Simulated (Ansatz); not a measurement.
Cyclo-(X2GeSe)n: binding per atom (eV) at several levels, gas phase, relaxed structures; Ansatz. Binding counts from free atoms in the multiplicity of their measured ground term, without zero-point energy. The structures are stationary points that may keep the symmetry of their start.

```json
{"species": "cyclo-(H2GeSe)2 (Ge2H4Se2)", "state": "singlet", "geometry": "PBE-D4/def2-SVP", "PBE-D4/def2-SVP": "2.80", "PBE-D4/def2-TZVP": "2.80", "r2SCAN-D4/def2-TZVP": "2.81", "B3LYP-D4/6-31G": "2.55", "PBE0-D4/def2-SVP": "2.77", "PBE0-D4/def2-TZVP": "2.78"}
{"species": "cyclo-(Cl2GeSe)3 (Ge3Se3Cl6)", "state": "singlet", "geometry": "PBE-D4/def2-SVP", "PBE-D4/def2-SVP": "3.20", "PBE-D4/def2-TZVP": "3.19", "r2SCAN-D4/def2-TZVP": "3.13", "B3LYP-D4/6-31G": "2.58", "PBE0-D4/def2-SVP": "3.09", "PBE0-D4/def2-TZVP": "3.11"}
```

Estimate the rows for cyclo-(F2GeSe)2 (Ge2Se2F4) (singlet, r2SCAN-D4/def2-SVP geometry).


```json
{"species": "cyclo-(F2GeSe)2 (Ge2Se2F4)", "state": "singlet", "geometry": "r2SCAN-D4/def2-SVP", "PBE-D4/def2-SVP": "3.85", "PBE-D4/def2-TZVP": "3.83", "r2SCAN-D4/def2-TZVP": "3.74", "B3LYP-D4/6-31G": "3.26", "PBE0-D4/def2-SVP": "3.64", "PBE0-D4/def2-TZVP": "3.66"}
```
